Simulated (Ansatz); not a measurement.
C₂H₂BFO, SMILES `C#CB(O)F`, one more setting.

```yaml
crystal:
  periodic: [false, false, false]
  atoms:
    - {symbol: C, position_ang: [0.617958, -0.216488, 1.703173]}
    - {symbol: C, position_ang: [0.222450, 0.116562, 0.615594]}
    - {symbol: B, position_ang: [-0.283265, 0.497437, -0.779974]}
    - {symbol: O, position_ang: [-0.579038, -0.417324, -1.724751]}
    - {symbol: F, position_ang: [-0.445472, 1.771700, -1.097388]}
    - {symbol: H, position_ang: [0.968763, -0.499126, 2.669324]}
    - {symbol: H, position_ang: [-0.440096, -1.320761, -1.431577]}
basis:
  gaussian: {orbitals: def2-mTZVP}
total_charge: 1
magnetization: {spin_polarized: true, initial_magnetization: 1}
hamiltonian: {xc: {name: B3LYP}, dispersion: d4, pseudopotentials: {relativity: scalar}}
scf: {lower_state_search: light}
```

```sh
$ ansatz run in.yaml --threads 2 --pin off --events-out ev --progress --plain --max-ram 4352MiB
```

Shortened log:

```
Functional definition: B3LYP
925 factors; their error is unknown
mean field evaluation 1: about -7530.6365 eV, gradient 6.6e1 eV
mean field evaluation 2: about -7463.0457 eV, gradient 1.4e2 eV
mean field evaluation 4: about -7544.1014 eV, gradient 1.1e1 eV
mean field evaluation 8: about -7544.4787 eV, gradient 2.9e-1 eV
mean field evaluation 16: about -7544.4782 eV, gradient 4.2e-4 eV
mean field -7544.47815594 eV, -277.2544583999 hartree, gradient 4.4e-6 eV, S^2 0.752105; 7 other end points of the search recorded, 0 dependent functions left out
reference -7544.47837216 eV, -277.2544663458 hartree; 18, 17 occupied and 88, 89 virtual orbitals, 925 factors
Total energy: -7544.62732457 eV, -277.2599402459 hartree
Relativity: scalar
```

Hardware: 2 threads of an Arm Neoverse V2 on a shared host. Wall time 10 s, peak host memory 0.31 GiB.
